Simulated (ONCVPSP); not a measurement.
# strontium (Sr): excitation energies, all-electron against ONCV

Sr (Z = 38), optimised norm-conserving Vanderbilt (ONCV), made with ONCVPSP 4.0.1 (PBE, scalar-relativistic). Core [Ar] 3d10, reference 4s2 4p6 5s1 5p1. Waves: 4s+5s: rc 2.20 bohr, ncon 3, nbas 8, qcut 7 1/bohr, 2 projectors; 4p+5p: rc 3.05 bohr, ncon 4, nbas 7, qcut 5.4 1/bohr, 2 projectors; d scattering state at 0.02 Ha: rc 2.30 bohr, ncon 3, nbas 6, qcut 4.9 1/bohr, 2 projectors, debl 3 Ha; f scattering state at 0.06 Ha: rc 2.95 bohr, ncon 4, nbas 8, qcut 3.9 1/bohr, 2 projectors, debl 3.4 Ha. Local part: polynomial inside 1.95 bohr (lpopt 5, dvloc0 3 Ha). Core correction: Teter function, fcfact 3.75, rcfact 1.75.

In the d channel the program set the typed energies aside and used 0.050, 3.050 Ha.

Energies are relative to the spin-unpolarised reference configuration 4s2 4p6 5s1 5p1; without spin polarisation the order of configurations can differ from experiment.

| valence configuration | charge | ΔE all-electron (eV) | error AE − PS (meV) |
| --- | --- | --- | --- |
| 4s2 4p6 5s1 5p0 | +1 | 3.586 | -0.5 |
| 4s2 4p6 5s0 5p0 | +2 | 14.592 | -3.4 |

**Question.** What are ΔE and the potential's error for 4s2 4p5 5s2 5p0?

**Answer.** ΔE = 26.010 eV all-electron; the error (AE − PS) is -56 meV.

**Question.** What are ΔE and the potential's error for 4s2 4p6 5s2 5p0?

**Answer.** ΔE = -2.299 eV all-electron; the error (AE − PS) is -0.5 meV.

Levels in the configuration 4s2 4p6 5s0 5p0:

```json
{"level": "4s", "all-electron (eV)": "-54.725", "pseudo (eV)": "-54.737"}
{"level": "4p", "all-electron (eV)": "-36.517", "pseudo (eV)": "-36.524"}
```
